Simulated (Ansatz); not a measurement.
C5H9O, doublet, at a GFN2-xTB geometry; REVPBE/STO-3G run with Ansatz (a first-principles code).

Input for Ansatz:
Ansatz 0.2 input:
```yaml
crystal:
  periodic: [false, false, false]
  atoms:
    - {symbol: C, position_ang: [-1.43137218, 1.51114528, 0.66582793]}
    - {symbol: C, position_ang: [-0.61008007, 0.25541855, 0.38791818]}
    - {symbol: C, position_ang: [-1.37077313, -0.70046081, -0.52438665]}
    - {symbol: C, position_ang: [0.73765026, 0.65344583, -0.25111445]}
    - {symbol: C, position_ang: [1.72487285, -0.44051030, -0.35919385]}
    - {symbol: O, position_ang: [1.73902799, -1.57162674, 0.01451142]}
    - {symbol: H, position_ang: [-2.38147449, 1.24444166, 1.12306842]}
    - {symbol: H, position_ang: [-0.90363448, 2.18062534, 1.34171183]}
    - {symbol: H, position_ang: [-1.63580895, 2.04503542, -0.26017168]}
    - {symbol: H, position_ang: [-0.39969186, -0.25246811, 1.33493460]}
    - {symbol: H, position_ang: [-1.59512963, -0.22231892, -1.47636432]}
    - {symbol: H, position_ang: [-2.30811202, -1.00034179, -0.06160407]}
    - {symbol: H, position_ang: [-0.78391031, -1.59534713, -0.71535372]}
    - {symbol: H, position_ang: [1.21810368, 1.44074148, 0.33692119]}
    - {symbol: H, position_ang: [0.57564781, 1.05841485, -1.25354047]}
basis:
  gaussian:
    orbitals: STO-3G
hamiltonian:
  xc: revpbe
magnetization: {spin_polarized: true, initial_magnetization: 1}
```

Q: Predict the main parts of the log of this Ansatz run.

A: 
```
Functional definition: revPBE
557 factors; integrals over basis functions are off by at most 3.9e-5 eV
mean field evaluation 1: about -7283.2016 eV, gradient 6.0e0 eV
mean field evaluation 2: about -7282.5166 eV, gradient 1.4e1 eV
mean field evaluation 4: about -7283.4303 eV, gradient 9.1e-1 eV
mean field evaluation 8: about -7283.2686 eV, gradient 1.8e-2 eV
mean field -7283.26861510 eV, -267.6551848281 hartree, gradient 2.6e-5 eV, S^2 0.750572; 0 other end points of the search recorded, 0 dependent functions left out
reference -7283.26864426 eV, -267.6551858999 hartree; 24, 23 occupied and 15, 16 virtual orbitals, 557 factors
Total energy: -7283.26864426 eV, -267.6551858999 hartree
```
